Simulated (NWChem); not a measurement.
C₂H₈Si₂; SMILES C(=C/[SiH3])/[SiH3]

Computed with NWChem. Pople sets run with spherical d functions. All runs use the structure optimised with PBE0/def2-SVP. B3LYP is NWChem's, with the RPA form of VWN correlation. Vertical excitations in the gas phase; the lowest state need not have the same character in each row.

| level | lowest excitation, singlet (eV) | oscillator strength of that lowest state | lowest state with f > 0.02, singlet (eV) | oscillator strength of that bright state | orbital gap (eV) |
|---|---|---|---|---|---|
| PBE/6-31G*, full TDDFT | 5.59 | 0.005 | 6.08 | 0.253 | 4.87 |
| B3LYP/6-31G*, full TDDFT | 5.91 | 0.005 | 6.44 | 0.348 | 6.53 |
| PBE0/6-31G*, full TDDFT | 5.92 | 0.005 | 6.51 | 0.357 | 6.95 |
| LRC-wPBEh/6-31G*, full TDDFT | 5.99 | 0.005 | 6.66 | 0.389 | 10.51 |
